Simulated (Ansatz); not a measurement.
F₅Nb, SMILES [F][Nb+]([F])([F])([F])[F] (connectivity only; charge and spin as stated), charge +1, multiplicity 2.

Geometry: PBE0-D3(BJ)/def2-SVP. The multiplicity is an assumed one; other spin states were not compared. The def2 effective core potentials stand for the cores of Nb; spin–orbit coupling is left out.

Two levels are set side by side: PBE/def2-TZVPD (Ansatz, a first-principles code) and CAM-B3LYP/def2-TZVPD (Ansatz). Energy differences of separate SCF runs at the same geometry; the states with an electron removed or added have multiplicity 3 and 1. Differences are taken from unrounded values.

```
quantity                           PBE
-------------------------------  -----
vertical ionisation energy (eV)  20.32
vertical electron affinity (eV)  10.78
```

Task: These are the PBE values. What does CAM-B3LYP give? (An estimate is asked for; the answer gives what the named calculation found.)

Result: 
```
quantity                         CAM-B3LYP  PBE minus CAM-B3LYP
-------------------------------  ---------  -------------------
vertical ionisation energy (eV)      21.83                -1.51
vertical electron affinity (eV)      10.73                 0.05
```
